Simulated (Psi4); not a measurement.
A dimer, C2H6 ··· O2S (SMILES CC and O=S=O); the first 8 atoms form monomer A.

```
11

C      0.7614    -0.0474     0.0203
C     -0.7614     0.0474    -0.0203
H      1.2092     0.8938     0.3451
H      1.1706    -0.2847    -0.9638
H      1.0923    -0.8255     0.7110
H     -1.0923     0.8255    -0.7110
H     -1.1706     0.2847     0.9638
H     -1.2092    -0.8938    -0.3451
O      3.7213     4.0238    -0.4201
S      3.7058     2.6428    -0.0174
O      3.8837     1.6253    -1.0186
```

What interaction energy does SAPT0/jun-cc-pVDZ, frozen core (Psi4) give, and which attractive term is the largest?

Total -0.47 kJ/mol: electrostatics -0.51, exchange 4.53, induction -0.97, dispersion -3.52. The most attractive term is dispersion.
